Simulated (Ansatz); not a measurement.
Relaxation of Al$_{2}$ClH$_{3}$N (7 atoms, charge -1, multiplicity 1), to a largest force component of 0.015 eV/Å in at most 40 steps.

Method: RKS B3LYP-D4/6-31G* (Ansatz).

```xyz
7
Properties=species:S:1:pos:R:3:forces:R:3
N -2.289 0.610 0.227 -0.75 -0.21 -0.43
Al -0.926 -0.178 -0.444 -0.37 -0.12 -0.22
Al -0.633 -1.789 -2.397 -0.73 -0.18 -0.40
Cl 1.010 0.126 0.378 1.56 0.18 0.58
H -2.186 1.223 1.029 0.10 0.16 0.22
H -1.981 -2.140 -3.232 -0.11 -0.01 -0.06
H 0.448 -2.691 -3.213 0.30 0.18 0.31
```

Question: Where does it end, and by what steps?

Answer: The run converged. Limits of this set-up: an anion without diffuse functions, the dipole of an ion depends on the origin. After 8 steps the energy has fallen by 0.305 eV; Cl4 moved furthest, 0.27 Å.

```
step  energy less start (eV)  largest force component (eV/Å)  accepted
   0                  0.0000                           1.560       yes
   1                 -0.2703                           0.515       yes
   2                 -0.2279                           1.204        no
   3                 -0.2993                           0.159       yes
   4                 -0.3029                           0.087       yes
   5                 -0.3039                           0.061       yes
   6                 -0.3041                           0.033       yes
   7                 -0.3045                           0.023       yes
   8                 -0.3045                           0.003       yes
```

```xyz
7
Properties=species:S:1:pos:R:3
N -2.278 0.522 0.124
Al -0.789 -0.168 -0.410
Al -0.804 -1.757 -2.405
Cl 1.277 0.118 0.424
H -2.321 1.155 0.927
H -2.107 -2.150 -3.289
H 0.466 -2.561 -3.022
```

Whether the end is a true minimum wasn't checked by a vibrational analysis.

Run time: 27 s on 1 thread of Intel(R) Xeon(R) Platinum 8488C (Sapphire Rapids) (shared host), peak memory 0.18 GiB.
